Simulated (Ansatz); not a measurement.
Frontier orbitals of GaH5OSnTe2, SMILES `[SnH3][O][Ga]([TeH])[TeH]`.

Total charge 0; spin multiplicity 1. Correlated methods include outer-core shells of Ga, Sn, Te, which these sets cover unevenly. Scalar relativity is left out up to krypton. Sn, Te takes the def2 core potential. All single points use the PBE0-D4/def2-TZVP geometry. It is one conformer, not always the lowest. Basis def2-TZVPP, Ansatz.

| functional | HOMO (eV) | LUMO (eV) |
| --- | --- | --- |
| r2SCAN0 | -6.74 | -1.38 |

(1) Give HOMO and LUMO (eV) with LDA (SPW92), PBE, revPBE, BLYP, r2SCAN, B97M-V, PBE0, B3LYP, r2SCANh, HSE06 (plane-wave form), BHLYP, CAM-B3LYP, LC-ωPBE, ωB97X-V, ωB97M-V, HF. (Estimate.)

## Answers

(1) Computed: 
```
             functional   HOMO   LUMO
            LDA (SPW92)  -5.72  -2.54
                    PBE  -5.56  -2.28
                 revPBE  -5.51  -2.18
                   BLYP  -5.38  -2.21
                 r2SCAN  -5.82  -2.08
                 B97M-V  -5.78  -2.05
                   PBE0  -6.57  -1.50
                  B3LYP  -6.34  -1.75
                r2SCANh  -6.18  -1.80
HSE06 (plane-wave form)  -6.18  -1.85
                  BHLYP  -7.40  -0.67
              CAM-B3LYP  -7.73  -0.60
                LC-ωPBE  -9.02   0.51
                ωB97X-V  -8.71   0.39
                ωB97M-V  -8.60   0.19
                     HF  -8.72   1.57
```

B3LYP here is the variant with VWN-RPA as its local correlation; programs differ in this. LC-ωPBE has ω = 0.4 bohr⁻¹. Positive LUMOs are unbound and depend on the basis.
